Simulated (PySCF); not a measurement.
A calculated (UHF, PySCF 2.14, cc-pVTZ, the non-relativistic Hamiltonian (point nucleus)) atom or ion has these occupied shells.

```tsv
shell	electrons	orbital energy (eV)	rms radius, mean of both spins (bohr)
1s α	1	-308.69	0.312
1s β	1	-307.47	0.312
2s α	1	-22.534	1.75
2s β	1	-15.876	1.75
2p α	2	-11.911	1.91
```

**Question.** Name the element and its charge.

**Answer.** C (carbon, neutral), in [He] 2s2 2p2, high-spin 3P determinant.
